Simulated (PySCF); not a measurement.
Radial density of Zn⁺ (zinc, charge +1)

UHF, [Ar] 3d10 4s1, 2S determinant. Computed with PySCF 2.14 in def2-TZVP, with the non-relativistic Hamiltonian (point nucleus).

```tsv
r (bohr)	4πr²ρ (e/bohr)	4πr²(ρα − ρβ)
0.000711	0.1121	0.0000
0.00120	0.3089	0.0001
0.00201	0.8303	0.0003
0.00338	2.166	0.0008
0.00569	5.333	0.0019
0.00957	11.97	0.0041
0.0161	22.96	0.0074
0.0271	34.09	0.0090
0.0455	34.85	0.0034
0.0766	28.94	-0.0015
0.129	38.61	0.0162
0.217	35.28	-0.0064
0.365	19.22	-0.0320
0.613	24.60	-0.0150
1.03	10.69	0.0306
1.74	1.937	0.4363
2.92	0.4313	0.3401
4.91	0.03254	0.0324
8.26	0.0003621	0.0004
```

**Question.** Where is the radial spin density 4πr²(ρα − ρβ) most negative, and why is it negative at all?

**Answer.** Around r = 0.365 bohr, down to -0.0320 e/bohr: exchange with the open shell polarises the paired shells in an unrestricted calculation.
